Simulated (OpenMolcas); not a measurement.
Computed levels of 3s2 3p2 in ions with 14 electrons, in cm-1 above 3P0.

```json
{"Program": "OpenMolcas", "Method": "MS-RASPT2, IPEA 0.25 Eh, imaginary shift 0.1 Eh", "Basis": "ANO-R2", "Scalar Hamiltonian": "X2C, finite nucleus", "Spin-orbit coupling": "RASSI with atomic mean-field integrals over the reference wave functions, term energies averaged over their components"}
```

Active space for each ion: 4 electrons in 9 orbitals (RAS2 3s 3p; RAS3 3d, at most 2 electrons); closed shells correlated by CASPT2: 2s 2p.

```
Level     P+   Cl3+   Ar4+
  3P1    145    436    686
  3P2    417   1206   1851
  1D2   9300  14140  16610
  1S0  22320  33390  38660
```

Question: Estimate 3P2, 1D2, 1S0 for S2+ from its neighbours P+ and Cl3+.

Answer: 3P2 is fine structure, which grows about as the fourth power of a screened charge, so the fourth roots are averaged: ((417^0.25 + 1206^0.25) / 2)^4 = 735. The calculation gives 741, so the estimate is off by -0.8 %; the measured value is 833 (NIST levels in Podobedova, Kelleher and Wiese, J. Phys. Chem. Ref. Data 38, 171 (2009)).
1D2 is another term, which grows about linearly with the charge: (9300 + 14140) / 2 = 11720. The calculation gives 11730, so the estimate is off by -0.1 %; the measured value is 11323 (NIST levels in Podobedova, Kelleher and Wiese, J. Phys. Chem. Ref. Data 38, 171 (2009)).
1S0 is another term, which grows about linearly with the charge: (22320 + 33390) / 2 = 27855. The calculation gives 28030, so the estimate is off by -0.6 %; the measured value is 27161 (NIST levels in Podobedova, Kelleher and Wiese, J. Phys. Chem. Ref. Data 38, 171 (2009)).

Term energies are means over components that CASPT2 splits; among the terms shown or strongly mixed into the levels shown the widest spread is 38 cm-1 (3s2 3p2 1D, Ar4+). The run also gave levels led by 3s 3p2 3d, 3s2 3p 3d, which use shells meant for correlation; these and all levels above them are left out (holds for P+; S2+). Active for correlation alone: 3d; no level in the range computed is led by a configuration that fills it, so any true level of that kind is missing (holds for Cl3+; Ar4+). Computed and measured levels are paired by configuration, term and J; levels that our copy of the source lacks, or whose pairing is in doubt (as where it misses far off the trend of its configuration), stay unpaired and out of the deviations. Levels of configurations outside the active space are missing.
